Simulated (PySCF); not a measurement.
GaF₂Cl, SMILES [F][Ga]([F])[Cl]. Atoms are numbered in the order given.

```xyz
4

Ga     0.0000     0.0000    -0.2967
F      0.0000    -1.4825    -1.1946
F      0.0000     1.4825    -1.1946
Cl     0.0000     0.0000     1.8060
```

Geometry optimised at ωB97X-D3(BJ)/def2-SVP.

Calculation: HF/pcSseg-2 (PySCF).

GIAO shieldings, no solvent; atoms alike by connectivity are averaged. δ = σ(ref) − σ: ¹⁹F against CFCl3 (σ = 237.3 ppm); ³⁵Cl against HCl (σ = 947.2 ppm), references at their B3LYP-D3(BJ)/def2-TZVP geometries, non-relativistic (without spin–orbit terms, shifts of atoms bonded to Cl or Br come out too high).

Question: Estimate the chemical shifts. (The exact figures need the calculation; the answer reports its results.)

Answer: 
| nucleus | atoms | count | δ (ppm) |
|---|---|---|---|
| ¹⁹F | F2, F3 | 2 | -176.3 |
| ³⁵Cl | Cl4 | 1 | -117.5 |
